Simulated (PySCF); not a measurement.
An unknown shows these calculated signals:

¹H NMR (500 MHz, computed): δ 7.96 (m, 1H), 5.83 (m, 1H), 4.40 (t, 2H), 2.69 (t, 2H), 1.97 (s, 3H).

¹³C{¹H} NMR (computed): δ 176.8 (CH), 172.0 (C), 112.0 (CH), 85.0 (C), 80.0 (C), 66.6 (CH2), 21.3 (CH2), 4.6 (CH3).

- shieldings: GIAO PBE0/pcSseg-1
- coordinates at the GFN2-xTB level
- code: PySCF 2.14.0 with density-fitted response routines
- equivalent nuclei averaged, isolated molecule, no relativistic terms, single conformer

Scale: TMS for ¹H (σ = 31.72 ppm) and ¹³C (σ = 186.93 ppm) (reference shieldings calculated alike).

Which of these does the molecule contain: a (CH3)2CH unit, a C≡C triple bond, a non-aromatic C=C double bond, a nitrile, an ester, a Si–CH3 group?

## Answers


- A (CH3)2CH unit: no.
- A C≡C triple bond: yes (δC 85.0, 80.0).
- A non-aromatic C=C double bond: yes.
- A nitrile: no.
- An ester: yes (δC 172.0).
- A Si–CH3 group: no.

The data belong to SMILES C(/C(OCCC#CC)=O)=C\F, C8H9FO2; they needn't prove each group on their own.

Carbon signals by region: 2 in the far downfield region (above 160 ppm), 1 in the sp2 and nitrile region (100–160 ppm), 3 at 50–100 ppm, 2 below 50 ppm. Above 160 ppm: 176.8, β carbon of a C=C–C=O unit, 172.0, ester carbonyl carbon.

Splittings by ¹⁹F in the carbon and heteronuclear signals aren't shown, as no couplings were computed. Shifts are as computed. Against solution values, carbons near 30 ppm lie about +3 ppm off and those near 130 ppm about +5 ppm. Of 1211 compounds with measured shifts, 218 miss one by over three times the rms of a fit or turn the order of signals round; such compounds aren't used in these exercises. Multiplicities follow the n + 1 count of equivalent neighbours, as no J values were calculated; m marks all less simple cases, F and P coupling included.
